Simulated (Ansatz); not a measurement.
`[Cl][AlH][GeH3]` and `[AlH2][GeH3]` differ in one atom or group.

Ansatz, PBE0-D4/def2-TZVP geometries, multiplicity 1. 

Scalar relativity is left out up to krypton.

```csv
property,`[Cl][AlH][GeH3]`
size of the dipole moment (ωB97M-V/def2-TZVPP) / D,1.14
LUMO energy (PBE/def2-TZVPP) / eV,-2.70
size of the dipole moment (B3LYP/def2-TZVPP) / D,1.15
LUMO energy (B3LYP/def2-TZVPP) / eV,-2.15
size of the dipole moment (PBE/def2-TZVPP) / D,1.08
HOMO–LUMO gap (ωB97M-V/def2-TZVPP) / eV,9.49
```

Task: Give the same properties after the change, and the shifts. (Best estimate.)

Result: Computed: 
| property | `[AlH2][GeH3]` | shift |
| --- | --- | --- |
| size of the dipole moment (ωB97M-V/def2-TZVPP) / D | 0.48 | -0.66 |
| LUMO energy (PBE/def2-TZVPP) / eV | -2.84 | -0.14 |
| size of the dipole moment (B3LYP/def2-TZVPP) / D | 0.44 | -0.71 |
| LUMO energy (B3LYP/def2-TZVPP) / eV | -2.29 | -0.14 |
| size of the dipole moment (PBE/def2-TZVPP) / D | 0.35 | -0.73 |
| HOMO–LUMO gap (ωB97M-V/def2-TZVPP) / eV | 9.16 | -0.33 |

With PBE0 the HOMO rises by 0.18 eV and the LUMO falls by 0.12 eV, so the gap narrows by about 0.30 eV. PBE moves the HOMO by 0.13 eV and ωB97M-V by 0.18 eV. Dipoles are sizes alone; their direction can turn.

B3LYP here is the variant with VWN-RPA as its local correlation; programs differ in this.
